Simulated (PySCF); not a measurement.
A structure optimised at PBE-D3(BJ)/def2-SVP, used in a PySCF frequency run:

```
B
O 1 1.3628
H 2 0.9762 1 112.63
C 1 1.5297 2 122.91 3 0.00
C 4 1.2298 2 153.67 3 0.00
H 5 1.0826 3 147.54 2 180.00
C 1 1.6130 2 114.83 3 180.00
O 7 1.2216 1 124.11 2 180.00
H 7 1.1410 8 120.15 1 180.00
```
Charge 0, spin multiplicity 1.

Write its SMILES, formula and point group.

C#CB(O)C=O, C3H3BO2, Cs

What are its rotational constants (standard atomic weights)?

4.5787, 2.9605, 1.7980 GHz
